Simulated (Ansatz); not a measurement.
Total energies of TeO2F2 from Ansatz at r2SCAN-D4/def2-TZVPD, gas phase (1 Eh = 27.2114 eV = 2625.5 kJ/mol). The reference geometry is relaxed at B3LYP-D4/def2-SVP.

```tsv
state	geometry	energy (Eh)
charge 0 singlet	reference	-618.19279
charge -1 doublet	reference	-618.29421
free Te atom (triplet)	–	-268.08845
free O atom (triplet)	–	-75.05928
free F atom (doublet)	–	-99.72844
```

In the def2 sets Te takes a core potential; there is no spin–orbit coupling.

Work out the vertical electron affinity, to the doublet.

E(charge 0 singlet) − E(charge -1 doublet) = -618.19279 − (-618.29421) = 0.10142 Eh = 2.76 eV.

What is the binding energy per atom against free atoms?

Atoms: 1 × (-268.08845) + 2 × (-75.05928) + 2 × (-99.72844) = -617.66389 Eh. Binding: -617.66389 − (-618.19279) = 0.52890 Eh = 14.39 eV, or 2.88 eV for each of 5 atoms (no zero-point energy, no counterpoise term).

At r2SCAN-D4/def2-TZVPD the highest occupied level of the charge -1 doublet lies above zero (up to 0.19 eV). By energy differences its removal costs 2.76 eV (vertical, to the charge 0 singlet, at r2SCAN-D4/def2-TZVPD); a positive level beside a positive removal energy at the same level points to self-interaction error.
